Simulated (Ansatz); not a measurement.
Reaction (redistribution): `F[SiH2][TeH]` + `OB(O)Cl` → `OB(O)[TeH]` + `F[SiH2]Cl`

Calculated with Ansatz (gas phase, PBE0-D4/def2-TZVP geometries, no zero-point term in ΔE). CCSD(T)/CBS adds triple-zeta CCSD(T) − MP2 to the extrapolated MP2 energy (def2 sets, frozen cores). This one scheme is used for every species. Functionals use def2-TZVPP. B3LYP here is the variant with VWN-RPA as its local correlation; programs differ in this. def2 core potentials past Kr. For Te outer-core shells are correlated without core-valence functions, which leaves a few kJ/mol of doubt a bond. Each species was taken in one conformer, which may not be the lowest.

Is it downhill or uphill in electronic energy at CCSD(T)/CBS, and by how much? (Estimate.)

The calculation gave: Uphill: ΔE = +0.06 eV.

What do these levels give: revPBE-D4, r2SCAN-D4, CAM-B3LYP-D4, ωB97M-V, PBE-QIDH, r2SCAN, PBE0, B3LYP, r2SCAN0, BHLYP, MP2/def2-SVP, SCS-MP2/def2-QZVPP? (An estimate is asked.)

Computed: revPBE-D4 0.11, r2SCAN-D4 0.10, CAM-B3LYP-D4 0.10, ωB97M-V 0.09, PBE-QIDH 0.10, r2SCAN 0.10, PBE0 0.13, B3LYP 0.11, r2SCAN0 0.11, BHLYP 0.11, MP2/def2-SVP 0.24, SCS-MP2/def2-QZVPP 0.04 eV.

Largest T1 diagnostic among the species: 0.012.

At CCSD(T), def2-SVP lies +0.19 eV from the extrapolated value and def2-TZVPP +0.00 eV. In def2-TZVPP, CCSD(T) changes the Hartree–Fock value by −0.04 eV (the triples alone add −0.01 eV) and MP2 by −0.05 eV. Leaving LDA and LC-ωPBE aside and taking each functional with its dispersion term where it has one, the values, not all of them listed here, spread over 0.05 eV, from B2PLYP to HSE06-D4.
